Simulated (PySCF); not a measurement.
**Peak assignment**

Mapped SMILES: `[NH2:1][NH:2][c:3]1[cH:4][cH:5][cH:6][cH:7][cH:8]1`. Hydrogens are named by the atom that carries them.

Non-relativistic, equivalent nuclei averaged, no solvent, single conformer. Geometry from GFN2-xTB; NMR shieldings at PBE0/pcSseg-1/GIAO; PySCF.

Shifts are taken against calculated references (same method and geometry level): TMS for ¹³C, ¹H.

**Question.** Assign these signals to the numbered atoms. ¹³C{¹H} NMR (computed): δ 156.3, 135.1, 122.7, 113.2.

**Answer.** 
| δ (ppm) | atoms | environment | reason |
| --- | --- | --- | --- |
| 156.3 | C3 | aromatic carbon bearing nitrogen | an ipso carbon deshielded by its heteroatom |
| 135.1 | C5/C7 | aromatic CH | the aromatic region |
| 122.7 | C6 | aromatic CH | – |
| 113.2 | C4/C8 | aromatic CH | resonance donation from the substituent shields this position |

**Question.** Assign these signals to the numbered atoms. ¹H NMR (500 MHz, computed): δ 7.49 (m, 2H), 6.94 (t, 1H), 6.65 (d, 2H), 4.73 (br s, 1H), 3.06 (br s, 2H).

**Answer.** 
```tsv
δ (ppm)	atoms	environment	reason
7.49	H(C5)/H(C7)	hydrogen on an aromatic CH	ring-current deshielding
6.94	H(C6)	hydrogen on an aromatic CH	–
6.65	H(C4)/H(C8)	hydrogen on an aromatic CH	–
4.73	H(N2)	hydrogen on a nitrogen bonded to O or N	exchangeable; this is the value without hydrogen bonding to other molecules
3.06	H(N1)	hydrogen on a nitrogen bonded to O or N	–
```

The OH or NH signal is concentration- and solvent-dependent in practice; the value given is the gas-phase one. Shifts are as computed. Against solution values, carbons near 30 ppm lie about +3 ppm off and those near 130 ppm about +5 ppm. Of 1211 compounds with measured shifts, 218 miss one by over three times the rms of a fit or turn the order of signals round; such compounds aren't used in these exercises. No couplings were computed; multiplicities are counted from neighbouring protons, with m where these are inequivalent, close in shift, in a saturated or five-membered ring or joined by F or P, and br s for small geminal =CH2 splittings.
